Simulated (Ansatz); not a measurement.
This geometry of C$_{2}$H$_{6}$ClFSi (11 atoms, charge 0, multiplicity 1) is a first-order saddle point.

All numbers below come from RKS r2SCANh-D4/6-31G in Ansatz.

```xyz
11
Properties=species:S:1:pos:R:3
F -0.283 -0.946 2.224
C 0.513 -0.397 1.199
Cl 2.219 -1.196 1.338
C -0.113 -0.662 -0.153
Si -0.538 0.941 -1.135
H 0.703 0.643 1.461
H 0.535 -1.289 -0.770
H -1.034 -1.230 0.020
H -1.481 1.789 -0.334
H 0.718 1.721 -1.391
H -1.174 0.568 -2.438
```

Task: Which two structures does it join? (They come from a converged band through this point; their orientation in space is the band's.)

Result: No bond is made or broken. The dihedral Cl3–C2–C4–H7 goes from -66 to 60°.

Image 0:

```xyz
11
Properties=species:S:1:pos:R:3
F -0.119 0.311 1.943
C 0.740 -0.372 1.050
Cl 1.288 -1.948 1.930
C 0.021 -0.678 -0.224
Si -0.725 0.927 -1.004
H 1.652 0.212 0.944
H 0.711 -1.140 -0.935
H -0.789 -1.388 -0.032
H -1.989 1.320 -0.310
H 0.280 2.036 -0.889
H -1.006 0.662 -2.453
```

Image 10:

```xyz
11
Properties=species:S:1:pos:R:3
F 0.574 -1.820 1.802
C 0.365 -0.549 1.224
Cl 2.009 0.365 1.312
C -0.092 -0.694 -0.194
Si -0.446 0.974 -1.092
H -0.300 0.013 1.877
H 0.652 -1.266 -0.758
H -1.018 -1.284 -0.181
H -1.130 1.905 -0.133
H 0.815 1.602 -1.590
H -1.363 0.697 -2.246
```

Task: How far does it lie above each of them?

Result: 0.238 eV above the first and 0.191 eV above the second. This is the barrier of this one path; another mechanism may lie lower. Limits of this set-up: no polarisation functions.

The run took 3.2 min on 1 thread of AMD EPYC 9B45 (Zen 5), on a shared host, peak memory 0.2 GiB.
